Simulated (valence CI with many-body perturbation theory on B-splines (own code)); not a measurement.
# E1 transitions of Rb6+

Method: relativistic CI+MBPT: three valence electrons over a frozen Dirac-Fock core [Ar] 3d10, radial functions for each j: 11 s, 11 p, 9 d, 7 f, 5 g, 2 h, 1 i, with the one-electron correlation potential Σ1 (screened to all orders), the two-electron term Σ2, the three-electron term Σ3, Breit, model QED; selected single and double excitations, second order for the rest, scaled by the run's own slope (own B-spline code, finite nucleus).

Against 19 measured levels this calculation errs by 89 cm⁻¹ on average and by 214 at most. These come from a selection out of Sansonetti, J. Phys. Chem. Ref. Data 35, 301 (2006). Levels without a partner in it may be off by more.

Lines 201 to 250 of 274 in falling wavelength, among levels below 68.709 eV, chosen from the strongest by gf and those to the six lowest levels. Wavelengths and rates use the calculated energies, so an error of 90 cm⁻¹ moves a line at 33.06 nm by 0.03 % and its rate by three times that or more. Electric multipoles are in the length gauge, E1 and E2 with the static RPA response of the core. Weak lines are less certain than strong ones. Lines between different terms over intervals too small for the method are left out, as are lines whose strength nearly cancels. Where a level lies close to another of its J and parity, the split of strength between their lines is uncertain.

Names give the largest LS component (configuration and term), which can be under half, so a name can repeat, a term be missing and a line seem to break the LS rules; names also repeat where a configuration has a term twice. Letters in brackets count levels of one name in rising energy.

```tsv
λ vac (nm)	λ from measured levels	Upper	Lower	A (s⁻¹)	log gf	Branch %
36.93		4s2 5p 2P°_3/2	4s 4p2 4P_5/2	4.94e+07	-2.39	0.7
36.84		4s 4p 4d 2P°_1/2 [a]	4s 4p2 2D_3/2	8.18e+07	-2.48	0.3
36.26		4s 4p 4d 2F°_5/2 [a]	4s 4p2 4P_3/2	9.57e+07	-1.95	0.8
35.92		4s 4p 4d 2F°_7/2 [a]	4s 4p2 4P_5/2	3.33e+08	-1.29	3.5
35.17		4s 4p 4d 2F°_7/2 [b]	4s 4p2 4P_5/2	1.54e+08	-1.64	0.6
34.80		4s 4p 4d 2D°_3/2 [b]	4s 4p2 2D_3/2	2.06e+08	-1.82	0.4
34.61		4s 4p 4d 2P°_3/2 [b]	4s 4p2 2D_3/2	3.89e+08	-1.55	0.9
34.56		4s 4p 4d 2D°_5/2 [b]	4s 4p2 2D_3/2	1.13e+08	-1.91	0.2
34.49		4s 4p 5s 2P°_3/2 [a]	4s 4p2 2P_1/2	3.14e+09	-0.65	10.1
34.43		4s 4p 4d 2F°_5/2 [b]	4s 4p2 4P_3/2	8.62e+06	-3.04	0.0
33.96		4s 4p 5s 2P°_1/2 [a]	4s 4p2 2S_1/2	7.29e+09	-0.60	26.0
33.19		4s 4p 4d 2P°_3/2 [a]	4s 4p2 4P_3/2	2.98e+07	-2.71	0.1
33.10		4s 4p 5s 2P°_3/2 [a]	4s 4p2 2S_1/2	3.06e+09	-0.70	9.9
33.06	33.08	4s2 4f 2F°_7/2	4s 4p2 2D_5/2	5.35e+09	-0.15	11.5
32.81	32.82	4s2 4f 2F°_5/2	4s 4p2 2D_3/2	5.73e+09	-0.26	11.8
32.71		4s 4p 4d 2P°_3/2 [a]	4s 4p2 4P_1/2	1.53e+08	-2.01	0.4
32.27		4s 4p 4d 2P°_1/2 [a]	4s 4p2 4P_1/2	3.59e+07	-2.95	0.1
32.03		4s 4p 5s 4P°_1/2	4s 4p2 2D_3/2	2.60e+08	-2.10	1.2
31.71		4s 4p 5s 4P°_3/2	4s 4p2 2D_3/2	1.90e+08	-1.94	0.9
31.49		4s 4p 4d 2P°_3/2 [b]	4s 4p2 4P_5/2	1.07e+07	-3.20	0.0
31.45		4s 4p 4d 2D°_5/2 [b]	4s 4p2 4P_5/2	9.83e+06	-3.06	0.0
31.12		4s 4p 4d 2D°_3/2 [b]	4s 4p2 4P_3/2	1.20e+07	-3.16	0.0
31.00		4s 4p 5s 4P°_5/2	4s 4p2 2D_3/2	1.73e+07	-2.82	0.1
30.93		4s 4p 4d 2D°_5/2 [b]	4s 4p2 4P_3/2	8.32e+06	-3.15	0.0
30.81		4s 4p 5s 2P°_1/2 [a]	4s 4p2 2D_3/2	1.90e+10	-0.27	67.6
30.63		4s 4p 5s 2P°_3/2 [b]	4s 4p2 2P_3/2	1.11e+10	-0.21	30.5
30.31		4s 4p 5s 2P°_1/2 [b]	4s 4p2 2P_1/2	1.04e+10	-0.54	26.2
30.23		4s 4p 5s 2P°_3/2 [a]	4s 4p2 2D_5/2	1.91e+10	0.02	61.7
30.10		4s 4p 5s 2P°_3/2 [a]	4s 4p2 2D_3/2	1.72e+09	-1.03	5.5
30.08	30.09	4s2 5s 2S_1/2	4s2 4p 2P°_3/2	1.96e+10	-0.27	67.7
30.06	30.08	4s2 4f 2F°_7/2	4s 4p2 4P_5/2	8.55e+07	-2.03	0.2
29.51	29.53	4s2 4f 2F°_5/2	4s 4p2 4P_3/2	9.39e+06	-3.13	0.0
29.16	29.17	4s2 5s 2S_1/2	4s2 4p 2P°_1/2	9.37e+09	-0.62	32.3
29.07		4s 4p 5s 4P°_3/2	4s 4p2 4P_5/2	9.79e+09	-0.30	46.0
28.89		4s 4p 5s 4P°_1/2	4s 4p2 4P_3/2	1.71e+10	-0.37	82.0
28.62		4s 4p 5s 4P°_3/2	4s 4p2 4P_3/2	2.55e+09	-0.90	12.0
28.52		4s 4p 5s 4P°_1/2	4s 4p2 4P_1/2	3.41e+09	-1.08	16.3
28.47		4s 4p 5s 4P°_5/2	4s 4p2 4P_5/2	1.40e+10	0.01	68.4
28.27		4s 4p 5s 4P°_3/2	4s 4p2 4P_1/2	8.25e+09	-0.40	38.8
28.04		4s 4p 5s 4P°_5/2	4s 4p2 4P_3/2	6.04e+09	-0.37	29.4
27.89		4s 4p 5s 2P°_1/2 [a]	4s 4p2 4P_3/2	1.13e+08	-2.58	0.4
27.30		4s 4p 5s 2P°_3/2 [a]	4s 4p2 4P_3/2	1.57e+08	-2.15	0.5
26.98		4s 4p 5s 2P°_3/2 [a]	4s 4p2 4P_1/2	1.05e+08	-2.34	0.3
26.92		4s 4p 5s 2P°_3/2 [b]	4s 4p2 2D_5/2	5.91e+09	-0.59	16.3
26.86		4s 4p 5s 2P°_1/2 [b]	4s 4p2 2D_3/2	8.66e+09	-0.73	21.9
26.82		4s 4p 5s 2P°_3/2 [b]	4s 4p2 2D_3/2	1.19e+09	-1.29	3.3
24.90		4s 4p 5s 2P°_3/2 [b]	4s 4p2 4P_5/2	3.12e+07	-2.94	0.1
20.85		4s2 5d 2D_5/2	4s2 4p 2P°_3/2	6.62e+07	-2.59	1.6
20.43		4s2 5d 2D_3/2	4s2 4p 2P°_1/2	1.26e+08	-2.50	2.9
19.39		4s 4p 5p 4D_1/2	4s2 4p 2P°_3/2	3.48e+08	-2.41	6.1
```
